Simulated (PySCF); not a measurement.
Stepwise substitution at one centre (Si Br-OCH3). All species are isolated molecules in the gas phase. One relaxed conformer stands for each flexible species; it need not be the lowest. Strings in code marks are SMILES.

All values below come from B3LYP-D3(BJ)/def2-TZVP // B3LYP-D3(BJ)/def2-SVP run with PySCF. All candidates: neutral, multiplicity 1. B3LYP has the VWN-RPA correlation part, as in Gaussian. Delta-SCF ions had no search for a lower state. Excitations are Tamm–Dancoff values on a coarser integration grid. The basis has no diffuse functions, so Rydberg states are missing or too high.

- T1 excitation (TDA) = 5.37 eV
- S1 excitation (TDA) = 5.74 eV
- vertical ionisation energy (Delta-SCF) = 10.20 eV

Task: Which member has these values?
A. `CO[Si](Br)(Br)Br` (C–O–Si–Br torsion 60°)
B. `CO[Si](OC)(OC)OC`
C. `CO[Si](Br)(OC)OC`
D. `CO[Si](Br)(Br)OC` (C–O–Si–Br torsion -59°, Br–Si–O–C torsion -57°)

Result: A, `CO[Si](Br)(Br)Br` (C–O–Si–Br torsion 60°). The others give `CO[Si](Br)(OC)OC`: 6.99 eV, 7.42 eV, 10.02 eV; `CO[Si](Br)(Br)OC` (C–O–Si–Br torsion -59°, Br–Si–O–C torsion -57°): 6.04 eV, 6.49 eV, 10.10 eV; `CO[Si](OC)(OC)OC`: 7.34 eV, 7.58 eV, 9.69 eV
